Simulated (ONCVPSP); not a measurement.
**Plane-wave convergence, ONCV potential for Zn (Z = 30)**

* Element: zinc (Zn)
* Generator: ONCVPSP 4.0.1
* Type: optimised norm-conserving Vanderbilt (ONCV)
* Functional: Wu-Cohen
* Relativity: fully relativistic
* Frozen core: [Ne]
* Valence charge: 20
* Reference configuration: 3s2 3p6 3d10 4s2
* Partial waves: 3s+4s: rc 1.05 bohr, ncon 5, nbas 9, qcut 9.1 1/bohr, 2 projectors; 3p: rc 1.05 bohr, ncon 4, nbas 7, qcut 15.7 1/bohr, 2 projectors, debl 0.8 Ha; 3d: rc 1.45 bohr, ncon 3, nbas 8, qcut 9.6 1/bohr, 2 projectors, debl 3 Ha; f scattering state at 0.19 Ha: rc 1.30 bohr, ncon 4, nbas 8, qcut 7.6 1/bohr, 1 projector
* Local potential: polynomial inside 1.00 bohr (lpopt 5, dvloc0 4 Ha)
* Core correction: none

Open shells are filled in proportion to 2j + 1.

In the p channel the program set the typed energies aside and used -3.024, 0.250 Ha (j = l + 1/2; the other j can differ).

**Question.** For each optimised wave give the share of its norm inside rc, the residual kinetic energy above qcut (Ha) and the cutoffs (Ha) for errors of 10, 1, 0.1 and 0.01 mHa per electron.

**Answer.**

```csv
wave,norm inside rc,residual KE,10 mHa,1 mHa,0.1 mHa,0.01 mHa
3s,0.915,1.8e-03,31.8,64.0,192.6,220.5
4s,0.030,3.4e-04,11.4,35.6,66.7,188.0
3p j=3/2,0.874,5.2e-08,40.7,52.2,62.4,71.2
p projector 2 j=3/2,0.038,2.7e-09,29.1,41.2,51.7,60.6
3p j=1/2,0.883,5.0e-08,42.3,54.7,65.7,75.2
p projector 2 j=1/2,0.038,2.6e-09,30.1,42.8,54.0,63.1
3d j=5/2,0.863,5.9e-05,34.9,40.3,44.7,134.7
d projector 2 j=5/2,0.127,3.0e-04,36.6,42.8,75.7,186.0
3d j=3/2,0.867,6.0e-05,34.9,40.3,44.8,134.9
d projector 2 j=3/2,0.127,3.1e-04,36.6,42.9,76.9,187.4
f projector 1 j=7/2,0.000,2.9e-08,0.3,0.7,1.7,4.8
f projector 1 j=5/2,0.000,2.9e-08,0.3,0.7,1.7,4.8
```

The occupied waves need 64 Ha and 193 Ha for 1 and 0.1 mHa. Rows with under 1 % of the norm inside rc give no meaningful cutoff.
